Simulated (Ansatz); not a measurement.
This triplet is an excited state, 2.01 eV above the relaxed singlet at the level B3LYP/cc-pVTZ // PBE0-D3(BJ)/def2-TZVP (Ansatz, an electronic-structure program).

A geometry relaxed with Ansatz with PBE0-D3(BJ)/def2-TZVP, charge 0, multiplicity 3:

```xyz
4

C     -0.8483     0.1106     0.0329
N     -1.9787    -0.1074     0.1785
F      1.9598    -0.5690     0.0111
Si     0.8672     0.5657    -0.2225
```

Task: Write the SMILES of this molecule.

Result: `N#C[Si]F`
